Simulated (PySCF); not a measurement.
## Calculated NMR data

[PySCF 2.14: GFN2-xTB geometry; σ from GIAO-PBE0/pcSseg-1; J couplings at B3LYP/pcJ-1 (spin–dipole term left out of most H,H and C,H couplings); in vacuum; one computed conformer; relativity neglected; fast rotation and ring inversion assumed for equivalent nuclei]

Shifts are taken against calculated references (same method and geometry level): TMS for $^{1}$H (σ = 31.72 ppm) and $^{13}$C (σ = 186.93 ppm). Multiplet labels drop J under 1 Hz and among equivalent protons, and merge close values. Unscaled 3J(H,H) run several per cent high. Splittings of carbon signals by F and P are missing where no couplings were computed. Where no couplings were computed, multiplicities follow the n + 1 count of equivalent neighbours, and m marks all less simple cases (inequivalent or close neighbours, rings, F or P nearby). One-bond C–F couplings are unscaled and too large by tens of Hz. Shifts are as computed. Against solution values, carbons near 30 ppm lie about +3 ppm off and those near 130 ppm about +5 ppm. Of 1211 compounds with measured shifts, 218 miss one by over three times the rms of a fit or turn the order of signals round; such compounds aren't used in these exercises.

Compound 1 (C9H9OP). $^{1}$H NMR (600 MHz, computed): δ 7.97 (m, 1H), 7.67 (m, 1H), 7.62 (m, 1H), 7.47 (m, 1H), 7.25 (m, 1H), 6.52 (m, 1H), 1.56 (m, 3H). $^{13}$C{$^{1}$H} NMR (computed): δ 148.9 (CH), 146.3 (C), 141.7 (C), 138.9 (CH), 137.2 (CH), 134.3 (CH), 133.8 (CH), 130.1 (CH), 19.4 (CH3). Structure: `C[P@@]1(=O)C=Cc2ccccc21`.

Compound 2 (C5H5FO2). $^{1}$H NMR (600 MHz, computed): δ 6.82 (dd, J = 1.9, 1.3 Hz, 1H), 5.50 (dd, J = 7.1, 1.3 Hz, 1H), 3.91 (s, 3H). $^{13}$C{$^{1}$H} NMR (computed): δ 165.6 (d, J = 351.1 Hz), 157.2 (d, J = 2.6 Hz), 119.5 (d, J = 2.3 Hz), 79.5 (d, J = 12.2 Hz), 58.6. Structure: `InChI=1S/C5H5FO2/c1-7-4-2-5(6)8-3-4/h2-3H,1H3`.

Compound 3 (C7H4O3). $^{1}$H NMR (600 MHz, computed): δ 10.04 (s, 1H), 7.84 (m, 1H), 7.55 (s, 1H), 6.73 (m, 1H). $^{13}$C{$^{1}$H} NMR (computed): δ 183.1 (CH), 161.7 (C), 161.3 (C), 156.8 (C), 155.2 (CH), 108.2 (CH), 104.6 (CH). Structure: SMILES O=Cc1cc2occc2o1.
